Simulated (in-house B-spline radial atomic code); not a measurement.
## Ionising F2+ with different functionals

Computed with an all-electron radial atomic-structure program (B-spline basis): scalar-relativistic (spin-free X2C) Hamiltonian, Fermi nucleus of rms radius 2.8976 fm, spin-polarised at highest spin, spherical fractional occupations for the functionals, the average over the highest-spin determinants for Hartree-Fock. The ionisation energy is the difference of two self-consistent energies, [He] 2s2 2p3 → [He] 2s2 2p2, without Breit or QED terms; ε is the level of the shell that loses the electron (its least bound occupied spin orbital).

Hybrids are left out here: with spherical fractional occupations of an open shell their exact exchange keeps a self-interaction that integer-occupation calculations don't have.

```json
{"method": "Hartree-Fock", "rung": "Hartree-Fock", "ΔSCF (eV)": "62.36", "-ε(2p) (eV)": "63.88"}
{"method": "LDA VWN5", "rung": "LDA", "ΔSCF (eV)": "63.15", "-ε(2p) (eV)": "51.60"}
{"method": "LDA PW92", "rung": "LDA", "ΔSCF (eV)": "63.14", "-ε(2p) (eV)": "51.59"}
{"method": "LDA exchange-only", "rung": "LDA", "ΔSCF (eV)": "61.83", "-ε(2p) (eV)": "50.36"}
{"method": "PBE", "rung": "GGA", "ΔSCF (eV)": "63.12", "-ε(2p) (eV)": "51.56"}
{"method": "PBEsol", "rung": "GGA", "ΔSCF (eV)": "62.99", "-ε(2p) (eV)": "51.45"}
{"method": "BLYP", "rung": "GGA", "ΔSCF (eV)": "63.03", "-ε(2p) (eV)": "51.41"}
{"method": "RPBE", "rung": "GGA", "ΔSCF (eV)": "63.08", "-ε(2p) (eV)": "51.53"}
{"method": "PW91", "rung": "GGA", "ΔSCF (eV)": "63.26", "-ε(2p) (eV)": "51.70"}
{"method": "BP86", "rung": "GGA", "ΔSCF (eV)": "63.13", "-ε(2p) (eV)": "51.57"}
{"method": "AM05", "rung": "GGA", "ΔSCF (eV)": "62.97", "-ε(2p) (eV)": "51.44"}
{"method": "OLYP", "rung": "GGA", "ΔSCF (eV)": "63.35", "-ε(2p) (eV)": "51.76"}
{"method": "TPSS", "rung": "meta-GGA", "ΔSCF (eV)": "63.42", "-ε(2p) (eV)": "51.91"}
{"method": "SCAN", "rung": "meta-GGA", "ΔSCF (eV)": "64.25", "-ε(2p) (eV)": "52.87"}
{"method": "r2SCAN", "rung": "meta-GGA", "ΔSCF (eV)": "64.19", "-ε(2p) (eV)": "52.80"}
{"method": "revTPSS", "rung": "meta-GGA", "ΔSCF (eV)": "63.28", "-ε(2p) (eV)": "51.79"}
```

Question: How do they compare with the NIST value?

Answer: NIST lists 62.708 eV (semi-empirical, ground level to ground level). Errors run from -0.88 to +1.54 eV; AM05 is closest (+0.27 eV), but part of that can be cancellation, since the calculations leave out spin-orbit coupling, Breit-QED terms, multiplet and fine-structure energies. Hartree-Fock also lacks correlation.
